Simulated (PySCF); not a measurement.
B3LYP has the VWN-RPA correlation part, as in Gaussian. 

Cartesian coordinates (Å):
SMILES: [I]
```xyz
1

I      0.0000     0.0000     0.0000
```
Charge 0, spin multiplicity 2.

**Question.** Predict the total energy, highest occupied spin orbital and dipole moment from PySCF 2.14.0 with B3LYP-D3(BJ)/def2-TZVP.

**Answer.** 
| Property | Value |
|---|---|
| total energy | -297.7785 Ha |
| highest occupied spin orbital | -7.63 eV |
| dipole moment | 0.00 D |
